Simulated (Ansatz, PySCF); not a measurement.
Gas-phase reaction in SMILES: CCCCF → CCCCF as doublet, charge +1 + e-
Geometries: B3LYP-D3(BJ)/def2-TZVP minima from Ansatz (a first-principles code), one conformer each, not searched for the lowest. Frequencies are from Ansatz or PySCF.
Geometry of the first species:
```
C
H 1 1.0944
H 1 1.0961 2 106.55
C 1 1.5115 2 108.74 3 -115.71
H 4 1.0921 1 111.64 2 59.42
H 4 1.0935 5 109.17 1 -123.81
F 4 1.4014 5 107.03 6 -115.40
C 1 1.5271 2 110.04 3 119.12
H 8 1.0923 1 108.99 2 65.26
H 8 1.0951 9 106.38 1 -117.47
C 8 1.5255 9 109.83 10 -118.63
H 11 1.0912 8 111.36 9 58.40
H 11 1.0926 12 107.71 8 121.97
H 11 1.0929 12 107.75 13 115.79
```

Quantity: adiabatic ionisation energy (0 K, with B3LYP-D3(BJ) harmonic zero-point energies), in eV. Cores are frozen in the correlated levels unless marked. Open shells are spin-unrestricted. No spin-orbit coupling. No relativistic terms. Basis-set limits of correlation are two-point, X^-3; Hartree-Fock from the larger set.

```json
[
 {"level": "revPBE-D4/def2-TZVPD", "program": "Ansatz + dftd4", "adiabatic ionisation energy (eV)": "[?]"},
 {"level": "r2SCAN-D3(BJ)/def2-TZVPD", "program": "Ansatz + dftd3", "adiabatic ionisation energy (eV)": "10.05"},
 {"level": "B97M-V/def2-TZVPD", "program": "Ansatz", "adiabatic ionisation energy (eV)": "10.25"},
 {"level": "B3LYP-D4/def2-TZVPD", "program": "Ansatz + dftd4", "adiabatic ionisation energy (eV)": "10.33"},
 {"level": "PBE0/def2-SVP", "program": "Ansatz", "adiabatic ionisation energy (eV)": "10.32"},
 {"level": "PBE0-D3(BJ)/def2-TZVP", "program": "Ansatz + dftd3", "adiabatic ionisation energy (eV)": "[?]"},
 {"level": "r2SCANh-D4/def2-TZVPD", "program": "Ansatz + dftd4", "adiabatic ionisation energy (eV)": "10.16"},
 {"level": "HSE06/def2-TZVPD", "program": "Ansatz", "adiabatic ionisation energy (eV)": "10.26"},
 {"level": "B2GP-PLYP-D3(BJ)/def2-TZVPD", "program": "Ansatz + dftd3", "adiabatic ionisation energy (eV)": "10.50"},
 {"level": "RPA@PBE/cc-pVTZ", "program": "Ansatz", "adiabatic ionisation energy (eV)": "10.74"},
 {"level": "CCSD/6-31G*", "program": "Ansatz", "adiabatic ionisation energy (eV)": "[?]"},
 {"level": "CCSD/aug-cc-pVDZ", "program": "Ansatz", "adiabatic ionisation energy (eV)": "[?]"},
 {"level": "CCSD/aug-cc-pVTZ", "program": "Ansatz", "adiabatic ionisation energy (eV)": "10.61"},
 {"level": "CCSD(T)/CBS(cc-pVTZ,cc-pVQZ)", "program": "Ansatz", "adiabatic ionisation energy (eV)": "10.71"}
]
```

### Question
What belongs in the gaps?

### Answer

- revPBE-D4/def2-TZVPD, adiabatic ionisation energy (eV): 10.04
- PBE0-D3(BJ)/def2-TZVP, adiabatic ionisation energy (eV): 10.27
- CCSD/6-31G*, adiabatic ionisation energy (eV): 10.28
- CCSD/aug-cc-pVDZ, adiabatic ionisation energy (eV): 10.53
